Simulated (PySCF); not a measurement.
NMR data simulated for an unnamed compound:

1H NMR (500 MHz, computed): δ 5.59 (tq, J = 59.3, 3.4 Hz, 1H).

13C{1H} NMR (computed): δ 123.5 (C, qt, J = 351.7, 31.2 Hz), 111.0 (CH, tq, J = 317.2, 45.3 Hz).

- coordinates at the PBE0-D3(BJ)/def2-SVP level
- σ from GIAO-PBE0/pcSseg-1
- J: B3LYP/pcJ-1
- program: PySCF 2.14.0 with density-fitted response routines
- one averaged value for each set of equivalent atoms, one computed conformer, non-relativistic, isolated molecule

Scale: 1H, 13C vs TMS (reference shieldings calculated alike).

**Question.** Which of these does the molecule contain: a non-aromatic C=C double bond, a tert-butyl group, a (CH3)2CH unit, a CF3 group?

**Answer.** 
- A non-aromatic C=C double bond: no.
- A tert-butyl group: no.
- A (CH3)2CH unit: no.
- A CF3 group: yes (δC 123.5).

The data belong to pentafluoroethane (SMILES C(C(F)F)(F)(F)F); they needn't prove each group on their own.

Carbon signals by region: 2 in the sp2 and nitrile region (100–160 ppm).

Common functionals overestimate the size of one-bond C–F couplings by tens of Hz; these are unscaled. Splittings below 1 Hz are ignored in the labels, and close J values are merged. Shifts are as computed. Against solution values, carbons near 30 ppm lie about +2 ppm off and those near 130 ppm about +5 ppm. Of 1211 compounds with measured shifts, 218 miss one by over three times the rms of a fit or turn the order of signals round; such compounds aren't used in these exercises.
